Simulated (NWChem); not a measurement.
System: NbNH3O2F; SMILES [NH]=[Nb]([OH])([OH])[F]

Output (shortened):

```
             Northwest Computational Chemistry Package (NWChem) 7.3.0
             --------------------------------------------------------

                             Geometry "geometry" -> ""
                             -------------------------

 Output coordinates in angstroms (scale by  1.889725989 to convert to a.u.)

  No.       Tag          Charge          X              Y              Z
 ---- ---------------- ---------- -------------- -------------- --------------
    1 Nb                  41.0000     0.06331900     0.00228900    -0.04425000
    2 N                    7.0000    -0.09023500     0.00993400     1.69118000
    3 H                    1.0000    -0.12895200     0.01535300     2.70507600
    4 F                    9.0000     1.89254400     0.03454000    -0.48943400
    5 O                    8.0000    -0.82262800     1.52623800    -0.73075600
    6 H                    1.0000    -1.29413600     2.25047000    -0.30983100
    7 O                    8.0000    -0.76361600    -1.56260800    -0.71199800
    8 H                    1.0000    -1.20717900    -2.29936500    -0.28234500

 Effective nuclear repulsion energy (a.u.)     488.8315140614

                                 NWChem DFT Module
                                 -----------------

 Summary of "ao basis" -> "ao basis" (spherical)
 ------------------------------------------------------------------------------
       Tag                 Description            Shells   Functions and Types
 ---------------- ------------------------------  ------  ---------------------
 Nb                         def2-svp                11       31   5s3p2d1f
 N                          def2-svp                 6       14   3s2p1d
 H                          def2-svp                 3        5   2s1p
 F                          def2-svp                 6       14   3s2p1d
 O                          def2-svp                 6       14   3s2p1d

            General Information
            -------------------
          SCF calculation type: DFT
          Wavefunction type:  closed shell.
          No. of atoms     :     8
          No. of electrons :    48
           Alpha electrons :    24
            Beta electrons :    24
          Charge           :     0
          Spin multiplicity:     1
          Use of symmetry is: off; symmetry adaption is: off
          Maximum number of iterations: 150
          AO basis - number of functions:   102
                     number of shells:    44
          Convergence on energy requested:  1.00D-06
          Convergence on density requested:  1.00D-05
          Convergence on gradient requested:  5.00D-04

              XC Information
              --------------
                         B3LYP Method XC Potential
                     Hartree-Fock (Exact) Exchange  0.200
                        Slater Exchange Functional  0.800 local
                    Becke 1988 Exchange Functional  0.720 non-local
              Lee-Yang-Parr Correlation Functional  0.810
                  VWN I RPA Correlation Functional  0.190 local

             Grid Information
             ----------------
          Grid used for XC integration:  medium
          Radial quadrature: Mura-Knowles
          Angular quadrature: Lebedev.
          Tag              B.-S. Rad. Rad. Pts. Rad. Cut. Ang. Pts.
          ---              ---------- --------- --------- ---------
          Nb                  1.45      123           9.0       590
          N                   0.65       49           9.0       434
          H                   0.35       45          11.0       434
          F                   0.50       49          10.0       434
          O                   0.60       49          10.0       434
          Grid pruning is: on
          Number of quadrature shells:   454
          Spatial weights used:  Erf1

      Superposition of Atomic Density Guess
      -------------------------------------

 Sum of atomic energies:        -369.16857469

      Non-variational initial energy
      ------------------------------

 Total energy =    -361.175570
 1-e energy   =    -944.919954
 2-e energy   =     367.191165
 HOMO         =      -0.392397
 LUMO         =      -0.037804

   convergence    iter        energy       DeltaE   RMS-Dens  Diis-err
 ---------------- ----- ----------------- --------- --------- ---------
 d= 0,ls=0.0,diis     1   -363.4493002038 -5.80D+02  3.84D-02  2.85D+00
 d= 0,ls=0.0,diis     2   -359.8786246102  3.57D+00  3.02D-02  3.40D+01
 d= 0,ls=0.0,diis     3   -363.7672065326 -3.89D+00  5.88D-03  4.57D-01
 d= 0,ls=0.0,diis     4   -363.7774886396 -1.03D-02  2.90D-03  3.21D-01
 d= 0,ls=0.0,diis     5   -363.8116733925 -3.42D-02  8.32D-04  1.21D-02
  Resetting Diis
 d= 0,ls=0.0,diis     6   -363.8131468734 -1.47D-03  1.76D-04  1.05D-03
 d= 0,ls=0.0,diis     7   -363.8132225742 -7.57D-05  2.74D-04  3.44D-04
 d= 0,ls=0.0,diis     8   -363.8130734983  1.49D-04  2.10D-04  1.82D-03
 d= 0,ls=0.0,diis     9   -363.8132495690 -1.76D-04  3.81D-05  5.04D-05
 d= 0,ls=0.0,diis    10   -363.8132554110 -5.84D-06  4.20D-06  4.39D-07
 d= 0,ls=0.0,diis    11   -363.8132554552 -4.42D-08  1.21D-06  1.49D-08

         Total DFT energy =     -363.813255455236
      One electron energy =     -950.923221434456
           Coulomb energy =      413.110862309577
    Exchange-Corr. energy =      -42.554115088274
 Nuclear repulsion energy =      216.553218757917

 Numeric. integr. density =       48.000008724352

                       DFT Final Molecular Orbital Analysis
                       ------------------------------------

 Vector   22  Occ=2.000000D+00  E=-3.278217D-01
              MO Center= -7.8D-01, -1.8D-02, -7.0D-01, r^2= 3.0D+00
   Bfn.  Coefficient  Atom+Function         Bfn.  Coefficient  Atom+Function
  ----- ------------  ---------------      ----- ------------  ---------------
    87     -0.370020  7 O  px                68      0.365004  5 O  px
    90     -0.281261  7 O  px                71      0.277241  5 O  px
    89     -0.218008  7 O  pz                70      0.216409  5 O  pz
    92     -0.162789  7 O  pz                73      0.161509  5 O  pz
    69      0.139254  5 O  py                 7     -0.137133  1 Nb py

 Vector   23  Occ=2.000000D+00  E=-2.894127D-01
              MO Center= -1.2D-01,  6.2D-03,  1.2D+00, r^2= 2.0D+00
   Bfn.  Coefficient  Atom+Function         Bfn.  Coefficient  Atom+Function
  ----- ------------  ---------------      ----- ------------  ---------------
    36      0.495645  2 N  py                39     -0.369475  2 N  py
    16     -0.347613  1 Nb d -1               7      0.136475  1 Nb py
    70      0.119949  5 O  pz                89     -0.120178  7 O  pz
    13     -0.094374  1 Nb py                73      0.086551  5 O  pz
    92     -0.086627  7 O  pz                67     -0.081843  5 O  s

 Vector   24  Occ=2.000000D+00  E=-2.848922D-01
              MO Center=  3.1D-02,  9.1D-03,  1.2D+00, r^2= 1.9D+00
   Bfn.  Coefficient  Atom+Function         Bfn.  Coefficient  Atom+Function
  ----- ------------  ---------------      ----- ------------  ---------------
    35      0.499561  2 N  px                38     -0.379795  2 N  px
    18      0.313554  1 Nb d  1               6      0.157635  1 Nb px
    54     -0.143762  4 F  px                56     -0.134849  4 F  pz
    57      0.113812  4 F  px                59      0.101473  4 F  pz
    89     -0.070554  7 O  pz                 9     -0.069966  1 Nb px

 Vector   25  Occ=0.000000D+00  E=-2.750931D-02
              MO Center=  1.1D-01,  3.5D-03,  1.7D-02, r^2= 2.4D+00
   Bfn.  Coefficient  Atom+Function         Bfn.  Coefficient  Atom+Function
  ----- ------------  ---------------      ----- ------------  ---------------
    15      0.646905  1 Nb d -2              16     -0.563712  1 Nb d -1
    39      0.213396  2 N  py                36     -0.200339  2 N  py
    55      0.192705  4 F  py                13      0.178837  1 Nb py
    58     -0.155363  4 F  py                72     -0.129769  5 O  py
    91     -0.128884  7 O  py                20      0.128167  1 Nb d -2

 Vector   26  Occ=0.000000D+00  E=-2.263011D-02
              MO Center= -2.1D-01, -2.6D-03,  7.3D-03, r^2= 2.5D+00
   Bfn.  Coefficient  Atom+Function         Bfn.  Coefficient  Atom+Function
  ----- ------------  ---------------      ----- ------------  ---------------
    18      0.610266  1 Nb d  1              19     -0.599102  1 Nb d  2
     5     -0.331673  1 Nb s                 38      0.183316  2 N  px
    87     -0.179821  7 O  px                35     -0.178476  2 N  px
    68     -0.177102  5 O  px                90     -0.173856  7 O  px
    71     -0.172198  5 O  px                56     -0.150865  4 F  pz

 Vector   27  Occ=0.000000D+00  E=-1.166941D-02
              MO Center= -3.6D-01, -4.7D-03,  2.0D-01, r^2= 8.4D+00
   Bfn.  Coefficient  Atom+Function         Bfn.  Coefficient  Atom+Function
  ----- ------------  ---------------      ----- ------------  ---------------
     5      1.333905  1 Nb s                  4     -0.437846  1 Nb s
    67     -0.267202  5 O  s                 86     -0.267296  7 O  s
    17     -0.223667  1 Nb d  0              19     -0.204688  1 Nb d  2
    14      0.137872  1 Nb pz                 2     -0.136010  1 Nb s
    12     -0.132554  1 Nb px                80      0.122734  6 H  s

     Multipole analysis of the density
     ---------------------------------

     L   x y z        total         alpha         beta         nuclear
     -   - - -        -----         -----         ----         -------
     0   0 0 0      0.000000    -24.000000    -24.000000     48.000000

     1   1 0 0     -0.951790     -2.275083     -2.275083      3.598377
     1   0 1 0     -0.013675     -0.087768     -0.087768      0.161861
     1   0 0 1      0.773811      2.816175      2.816175     -4.858538

     2   2 0 0    -34.845456    -98.792874    -98.792874    162.740293
     2   1 1 0     -0.143048      0.023239      0.023239     -0.189525
     2   1 0 1     -0.579991     -0.487330     -0.487330      0.394669
     2   0 2 0    -27.659429   -100.486225   -100.486225    173.313021
     2   0 1 1     -0.035493      0.096977      0.096977     -0.229446
     2   0 0 2    -32.089442    -83.935489    -83.935489    135.781536

 *** CALLING NEW AORESP DRIVER FOR CLOSED AND OPEN SHELLS ***
 Entering AOResponse driver routine

--------------------------------------------------------------------------------

          -----------------------------------------------
          Solving response equations for perturbing field
          -----------------------------------------------

 number of frequencies:     1
 frequency in a.u.:  0.7730000E-01
 Perturbing field: electric
 Using El. Dipole Length Gauge

 Setting up CPKS with frequency omega =      0.07730000 a.u.

                            NWChem Dynamic CPHF Module
                            --------------------------

    scftype = RHF
    nclosed =   24
      nopen =    0
  variables =     3744
  num. vecs =        3
  tolerance =   1.0D-04
  max. iter =   50

 SCF residual:    1.2125795772259099E-004

Iterative solution of linear equations
  No. of variables     3744
  No. of equations        3
  Maximum subspace       30
       Convergence  1.0D-04

   iter   nsub   residual    time
   ----  ------  --------  ---------
     1      3    9.55D+00      20.2
     2      6    3.54D+00      28.0
     3      9    9.10D-01      35.6
     4     12    2.97D-01      43.3
     5     15    6.01D-02      51.0
     6     18    1.50D-02      58.7
     7     21    3.00D-03      66.4
     8     24    2.07D-04      74.2
     9     27    6.96D-05      81.9

 Electric Dipole Response Matrix (nonzero elements):

              1        2        3
    1   40.9538  -0.1419   0.6348
    2   -0.1419  48.6192   0.0328
    3    0.6349   0.0328  51.9007

 ------------------------------------------
 average:        47.15791 + I       0.00000

 DFT Linear Response polarizability / au
 Frequency  =       0.0773000 / au
 Wavelength =     589.4353558 / nm
              X              Y              Z
 -----------------------------------------------
 X      40.9538279     -0.1419249      0.6347981
 Y      -0.1419244     48.6191707      0.0327961
 Z       0.6348817      0.0327977     51.9007277
 -----------------------------------------------
 Eigenvalues =      40.9144640     48.6216647     51.9375977
 Isotropic   =      47.1579088
 Anisotropic =       9.7955559
 -----------------------------------------------

 Magnetic Dipole Response Matrix (nonzero elements):
```

Level: B3LYP/def2-SVP with def2 effective core potentials on Nb. The geometry was optimised at PBE0/def2-SVP. Not confirmed as a minimum by frequencies. B3LYP is NWChem's, with the RPA form of VWN correlation. def2 effective core potentials on Nb; no spin-orbit coupling.

Reconstruct the input file.

One answer among several that fit: the input that was run:
```
start job
memory heap 200 mb stack 900 mb global 1100 mb
geometry units angstroms noautosym nocenter noautoz
  Nb     0.063319     0.002289    -0.044250
  N     -0.090235     0.009934     1.691180
  H     -0.128952     0.015353     2.705076
  F      1.892544     0.034540    -0.489434
  O     -0.822628     1.526238    -0.730756
  H     -1.294136     2.250470    -0.309831
  O     -0.763616    -1.562608    -0.711998
  H     -1.207179    -2.299365    -0.282345
end
basis spherical
  Nb library def2-svp
  N library def2-svp
  H library def2-svp
  F library def2-svp
  O library def2-svp
end
ecp
  Nb library def2-ecp
end
dft
  xc b3lyp
  iterations 150
end
property
  response 1 0.0773
end
task dft property
```
